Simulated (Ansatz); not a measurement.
Input file for `C[N](C)[Zr]([F])([SH])[Cl]`:

```yaml
crystal:
  periodic: [false, false, false]
  atoms:
    - {symbol: C, position_ang: [0.236636, 0.372590, 1.791666]}
    - {symbol: N, position_ang: [0.288045, -0.005446, 0.399055]}
    - {symbol: C, position_ang: [1.039366, -1.217025, 0.146288]}
    - {symbol: Zr, position_ang: [-0.540413, 0.918176, -1.150460]}
    - {symbol: F, position_ang: [-1.167789, 2.628986, -0.605038]}
    - {symbol: S, position_ang: [-2.400518, -0.597548, -1.633260]}
    - {symbol: Cl, position_ang: [0.963262, 1.000854, -2.977360]}
    - {symbol: H, position_ang: [-0.235234, -0.413784, 2.393794]}
    - {symbol: H, position_ang: [1.244119, 0.544817, 2.191157]}
    - {symbol: H, position_ang: [-0.340436, 1.290830, 1.922577]}
    - {symbol: H, position_ang: [0.602710, -2.068387, 0.682233]}
    - {symbol: H, position_ang: [2.085347, -1.108433, 0.458616]}
    - {symbol: H, position_ang: [1.038275, -1.463760, -0.921044]}
    - {symbol: H, position_ang: [-2.813369, 0.118120, -2.698225]}
basis:
  gaussian: {orbitals: def2-SVP}
correlation: {method: ccsd_t}
```

```sh
$ ansatz run in.yaml --threads 2 --pin off --events-out ev --progress --plain --max-ram 31744MiB --backend cuda --devices 0, --max-vram 18GiB
```

The program prints (abridged):

```
Functional definition: HF
1572 factors; integrals over basis functions are off by at most 1.5e-3 eV
mean field evaluation 1: about -30935.2380 eV, gradient 4.7e1 eV
mean field evaluation 2: about -30935.4224 eV, gradient 4.7e1 eV
mean field evaluation 4: about -30940.8473 eV, gradient 4.5e0 eV
mean field evaluation 8: about -30940.9392 eV, gradient 4.1e-1 eV
mean field -30940.94003883 eV, -1137.0585739044 hartree, gradient 3.6e-6 eV, S^2 0.000000; 0 other end points of the search recorded, 0 dependent functions left out
14 core orbitals not correlated: weight in the atoms' cores, before any rotation towards them, 1.000 or more for the frozen orbitals, at most 0.000 for the correlated occupied ones
reference -30940.94003883 eV, -1137.0585739044 hartree; 26, 26 occupied and 118, 118 virtual orbitals, 1572 factors
second order -31.60815934 eV of doubles, -0.00000000 eV of singles
cycle   1  -32.02214474 eV  change   -4.1e-1 eV  update   1.8e-1
cycle   2  -32.84377850 eV  change   -8.2e-1 eV  update   7.0e-2
cycle   3  -33.13313525 eV  change   -2.9e-1 eV  update   3.5e-2
cycle   4  -33.13309898 eV  change    3.6e-5 eV  update   9.9e-3
cycle   5  -33.12320955 eV  change    9.9e-3 eV  update   4.3e-3
cycle   6  -33.12337112 eV  change   -1.6e-4 eV  update   1.7e-3
cycle   7  -33.12325404 eV  change    1.2e-4 eV  update   7.1e-4
cycle   8  -33.12319167 eV  change    6.2e-5 eV  update   2.9e-4
cycle   9  -33.12337172 eV  change   -1.8e-4 eV  update   8.8e-5
cycle  10  -33.12341774 eV  change   -4.6e-5 eV  update   4.3e-5
perturbative correction -1.07272335 eV, -0.0394218561 hartree
Total energy: -30975.13617992 eV, -1138.3152589105 hartree
```

Run time 2.4 s (2 threads of an AMD EPYC 7R13 on a shared host and a share of an NVIDIA H100 80 GB); peak host memory 0.79 GiB.

The correlation energy is -34.196 eV, 3.1 % of it from (T); the T1 diagnostic reads 0.0167.
